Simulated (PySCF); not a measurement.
Al(H)(OMe)2, C2H7AlO2, SMILES C[O][AlH][O]C, singlet, PBE0/def2-SVP optimised geometry.

```
12

Al    -0.98     0.92     0.00
H     -1.72     2.30     0.00
O     -1.92    -0.49     0.00
C     -1.91    -1.87     0.00
H     -2.52    -2.27    -0.84
H     -0.90    -2.30    -0.10
H     -2.35    -2.27     0.93
O      0.70     0.92     0.00
C      1.86     0.15     0.01
H      1.66    -0.93     0.12
H      2.43     0.29    -0.92
H      2.52     0.45     0.85
```

Density from PBE0/def2-TZVP run with PySCF 2.14.0 at that geometry.

Minimum of the electron density along straight lines between bonded atoms, close to the bond critical point (lines longer than 1.1 times the sum of covalent radii, or with two minima, are not listed):

| bond | length / Å | ρ at the minimum / e bohr⁻³ | ∇²ρ there / e bohr⁻⁵ | position (fraction from the first atom) |
|---|---|---|---|---|
| Al1–H2 | 1.566 | ? | ? | 0.51 |
| Al1–O3 | 1.689 | 0.107 | 0.83 | 0.43 |
| O3–C4 | 1.384 | 0.270 | -0.47 | 0.66 |
| C4–H5 | 1.105 | 0.277 | -0.95 | 0.65 |
| C4–H6 | 1.107 | 0.275 | -0.94 | 0.64 |
| C4–H7 | 1.105 | 0.276 | -0.95 | 0.65 |
| Al1–O8 | 1.689 | 0.107 | 0.82 | 0.43 |
| O8–C9 | 1.383 | 0.270 | -0.47 | 0.66 |
| C9–H10 | 1.107 | 0.275 | -0.94 | 0.64 |
| C9–H11 | 1.105 | 0.276 | -0.95 | 0.65 |
| C9–H12 | 1.105 | 0.277 | -0.95 | 0.65 |

Task: Some entries are withheld; supply them.

Result: 
- Al1–H2, ρ at the minimum / e bohr⁻³: 0.086
- Al1–H2, ∇²ρ there / e bohr⁻⁵: 0.21
